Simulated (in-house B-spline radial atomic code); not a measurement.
Configurations of Fe6+, with energies counted from [Ar] 3d2. All numbers are computed (scalar-relativistic (X2C) LDA VWN5, spin-polarised, spherical fractional occupations; Fermi nucleus of rms radius 3.7377 fm) with an all-electron radial atomic-structure program (B-spline basis), not measured. Shells without spins written out take the highest spin.

Occupations are held fixed; configurations that lie above the ionisation limit could autoionise.

| configuration | E - E(ref) (eV) | highest orbital | its <r> (bohr) |
| --- | --- | --- | --- |
| [Ar] 3d(0 up, 1 down) 4s(0 up, 1 down) | 41.771 | 4s down | 1.771 |
| [Ar] 3d(1 up, 0 down) 4p(1 up, 0 down) | 52.246 | 4p up | 1.893 |
| [Ar] 3d1 4f1 | 80.656 | 4f up | 2.32 |
| [Ne] 3s2 3p5 3d2 4s1 | 93.278 | 4s up | 1.764 |
| [Ne] 3s2 3p5 3d2 4d1 | 119.62 | 4d up | 2.124 |

Question: Order these further configurations by energy, lowest first.
A. [Ne] 3s2 3p(2 up, 3 down) 3d(1 up, 2 down)
B. [Ne] 3s2 3p5 3d2 4p1
C. [Ne] 3s2 3p5 3d2 4f1
D. [Ne] 3s2 3p5 3d3
E. [Ne] 3s2 3p(2 up, 3 down) 3d(0 up, 2 down) 4s(1 up, 0 down)

Answer: D (50.657 eV), A (55.111 eV), E (94.465 eV), B (103.8 eV), C (132.33 eV).

Question: How far above the reference does [Ar] 3d1 4d1 lie?

Answer: 67.946 eV; its least bound orbital is 4d up with <r> = 2.133 bohr.
